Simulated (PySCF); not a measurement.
How methods differ on the ionisation energy of Tc⁺

Tc⁺ [Kr] 4d5 5s1 (7S) → Tc²⁺ [Kr] 4d5 (6S), as a difference of total energies. All numbers are calculated (PySCF 2.14, a scalar-relativistic core potential, in aug-cc-pVDZ-PP with ECP28MDF). Correlated levels: valence: 4s2 4p6 frozen. The calculations carry no spin-orbit coupling.

| method | ionisation energy (eV) | difference from reference (eV) |
| --- | --- | --- |
| UHF | 14.215 | -1.045 |
| LDA | 15.910 | +0.650 |
| M06-L | 14.795 | -0.465 |
| MP2 (valence) | 14.736 | -0.524 |
| SCS-MP2 (valence) | 14.389 | -0.871 |

Reference: 15.26 eV (semi-empirical (NIST evaluation); NIST Atomic Spectra Database, ionization energies).

Errors of the correlated levels include the incompleteness of this basis and the frozen core.
